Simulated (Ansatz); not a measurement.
`[S]=[Mo](=[S])([Cl])[Cl]`. Total charge 0; spin multiplicity 1. Mo: def2 effective core potential. Geometry: relaxed with PBE0-D4/def2-TZVP.

```xyz
5

S    -1.610   -0.882   -0.989
Mo   -0.001    0.000    0.001
S    -0.446    0.033    2.036
Cl    1.820   -1.246   -0.324
Cl    0.236    2.095   -0.724
```

Q: What is the dipole moment at B3LYP/def2-TZVPP? (Best estimate.)

A: The calculation gave: 0.05 D, with components (0.04, 0.02, -0.02) D in this frame, pointing from negative to positive charge.

Q: And with PBE, r2SCAN, ωB97M-V? (Best estimate.)

A: Computed: PBE 0.22 D, r2SCAN 0.21 D, ωB97M-V 0.13 D.

Q: Give the Mulliken charges with B3LYP, PBE, r2SCAN in def2-TZVPP. (Estimate.)

A: Ansatz gave: 
```json
{"atom": "S1", "B3LYP": "-0.23", "PBE": "-0.22", "r2SCAN": "-0.24"}
{"atom": "Mo2", "B3LYP": "0.93", "PBE": "0.86", "r2SCAN": "0.96"}
{"atom": "S3", "B3LYP": "-0.23", "PBE": "-0.22", "r2SCAN": "-0.24"}
{"atom": "Cl4", "B3LYP": "-0.24", "PBE": "-0.21", "r2SCAN": "-0.24"}
{"atom": "Cl5", "B3LYP": "-0.24", "PBE": "-0.21", "r2SCAN": "-0.24"}
```

B3LYP here is the variant with VWN-RPA as its local correlation; programs differ in this.
